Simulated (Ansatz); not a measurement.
Cost and result up the ladder for Pb₃Se₂F₂ (the lowest singlet isomer of a short search) (7 atoms). The state is a singlet with charge 0. Geometry: PBE-D4/def2-SVP.

```xyz
7

Pb   -2.085   -0.011   -1.043
Pb    0.267    0.846    1.363
Pb    1.684   -1.261   -1.006
Se   -0.610   -1.825    0.564
Se    0.421    1.224   -1.531
F     2.374   -0.220    0.848
F    -2.050    1.246    0.805
```

Ansatz on 4 threads of Intel Xeon Platinum 8259CL on a shared host. Times are rough, and most runs start from the orbitals of an earlier one. PBE0-D4/def2-TZVPD serves as the yardstick here, not as an exact answer. Differences are given only for rows in sets of like size (and for xTB, whose basis is part of the method), since another set adds its own error. Binding counts from free atoms at the same level (Pb triplet, Se triplet, F doublet; other spins of the atoms weren't run), without zero-point energy or a counterpoise term.

In the def2 sets Pb takes a core potential; there is no spin–orbit coupling. B3LYP takes the VWN-RPA correlation. Correlated methods freeze 32 core orbitals; core or outer-core shells of Pb, Se are correlated, in sets that lack core-valence functions. The structure comes from a short search, and lower isomers may exist.

Correlated methods converge slowly with the basis.

```csv
level,functions,wall time
PBE-D4/def2-SVP,170,3.7 s
PBE0-D4/def2-SVP,170,9 s
PBE-D4/def2-TZVP,308,9 s
BLYP-D4/def2-TZVP,308,9 s
PBE-D4/def2-TZVPD,362,13 s
BLYP-D4/def2-TZVPD,362,15 s
B3LYP-D4/def2-TZVP,308,21 s
r2SCAN-D4/def2-TZVP (with forces),308,24 s
PBE0-D4/def2-TZVP,308,26 s
BHLYP-D4/def2-TZVP,308,26 s
RPA@PBE/def2-TZVP,308,28 s
PBE0-D4/def2-TZVPD,362,31 s
MP2/def2-TZVP,308,36 s
```

Estimate what each level gives for the binding energy per atom (eV).


| level | binding energy per atom (eV) | difference from PBE0-D4/def2-TZVPD (eV) |
| --- | --- | --- |
| PBE-D4/def2-SVP | 3.46 | – |
| PBE0-D4/def2-SVP | 3.23 | – |
| PBE-D4/def2-TZVP | 3.47 | 0.21 |
| BLYP-D4/def2-TZVP | 3.38 | 0.12 |
| PBE-D4/def2-TZVPD | 3.47 | 0.21 |
| BLYP-D4/def2-TZVPD | 3.38 | 0.12 |
| B3LYP-D4/def2-TZVP | 3.26 | 0.01 |
| r2SCAN-D4/def2-TZVP (with forces) | 3.32 | 0.06 |
| PBE0-D4/def2-TZVP | 3.25 | 0.00 |
| BHLYP-D4/def2-TZVP | 3.06 | -0.20 |
| RPA@PBE/def2-TZVP | 2.87 | -0.38 |
| PBE0-D4/def2-TZVPD | 3.25 | 0.00 |
| MP2/def2-TZVP | 3.33 | 0.08 |
